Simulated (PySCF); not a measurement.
Task: Write Cartesian coordinates for `CC(C)(C)[NH][Sn]([Cl])([Cl])[Cl]` (SnCl3(NHtBu)) as optimised with PBE0-D3(BJ)/def2-SVP.

Result: 
```xyz
19
C4H10Cl3NSn angstrom
Sn     1.2261    1.4902    1.5373
Cl     0.6135    2.2875    3.6375
Cl     3.4179    0.7246    1.6260
Cl     1.2615    3.2644    0.0062
N     -0.0637    0.0087    1.1416
C     -0.3374   -0.4258   -0.2338
C      0.9900   -0.5083   -0.9823
C     -0.9689   -1.8149   -0.1330
C     -1.2861    0.5392   -0.9502
H     -0.9159    0.1304    1.6887
H      0.8434   -0.9156   -1.9926
H      1.4395    0.4926   -1.1089
H      1.7057   -1.1486   -0.4457
H     -0.2866   -2.5075    0.3801
H     -1.1998   -2.2139   -1.1321
H     -1.9092   -1.7729    0.4394
H     -0.8426    1.5448   -1.0154
H     -2.2403    0.6212   -0.4057
H     -1.5098    0.1973   -1.9724
```

Any rigid rotation of these coordinates is as good. Atoms count from 1 in this order. The Cl–Sn distances run from 2.323 Å (Sn1–Cl3) to 2.344 Å (Sn1–Cl4), a spread of 0.021 Å. N5 (nitrogen bonded to C, Sn and H) is pyramidal (angles 121.6°, 112.5° and 110.1°, sum 344.2°, 0.33 Å off the plane of its three neighbours). Sn1 (tin bonded to 3 Cl and N) is distorted tetrahedral (angles from 105.1° to 116.1°). Of the pairs four or more bonds apart, Cl4···H17 is among the closest relative to their van der Waals radii: 2.90 Å, 98 % of the sum of Bondi's values.

Bonds between heavy atoms (Å): Sn1–Cl2 2.329, Sn1–Cl3 2.323, Sn1–Cl4 2.344, Sn1–N5 2.004, N5–C6 1.468, C6–C7 1.526, C6–C8 1.529, C6–C9 1.531.

Computed, not measured: PBE0-D3(BJ)/def2-SVP geometry optimisation, gas phase, def2 core potentials past Kr in PySCF.

Point group: C1 (no symmetry element, even within 0.4 Å). Not checked by PBE0-D3(BJ)/def2-SVP frequencies.
